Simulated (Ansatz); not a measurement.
The cluster Ag2Au, relaxed as a doublet with UKS r2SCAN-D4/def2-TZVP in Ansatz, starting from the GFN1-xTB geometry. Force threshold 0.02 eV/Å.

In the def2 sets Ag, Au take a core potential; there is no spin–orbit coupling. The relaxation made no stability test and no search for a lower SCF solution. No other spin state of charge 0 was run. The structure comes from a short search, and lower isomers may exist.

Start:

Cartesian coordinates in Å:
```
Au 2.025 -0.992 -0.214
Ag -2.261 0.067 0.366
Ag 0.236 0.925 -0.152
```

Task: Estimate the energy that the relaxation releases and the steps that it takes.

Result: 0.39 eV, in 10 steps; 34 s on 4 threads of Arm Neoverse V1 on a shared host. No frequencies were taken in this run, so the end may be a saddle point.

Task: Does the start keep its bonding and symmetry?

Result: Bonds formed: Au1–Ag2 (atoms count from 1). The end is the same structure that another start reached, the lowest one found. Point group Cs at the start, C2v at the end, both within 0.05 Å.

Task: Predict the relaxed structure.

Result: 
Cartesian coordinates in Å:
```
Au 1.140 -1.079 -0.057
Ag -1.439 -0.391 0.286
Ag 0.299 1.471 -0.229
```
Bond lengths (bridged metal pairs left out): 2 × Ag–Au 2.69 Å; 1 × Ag–Ag 2.60 Å.
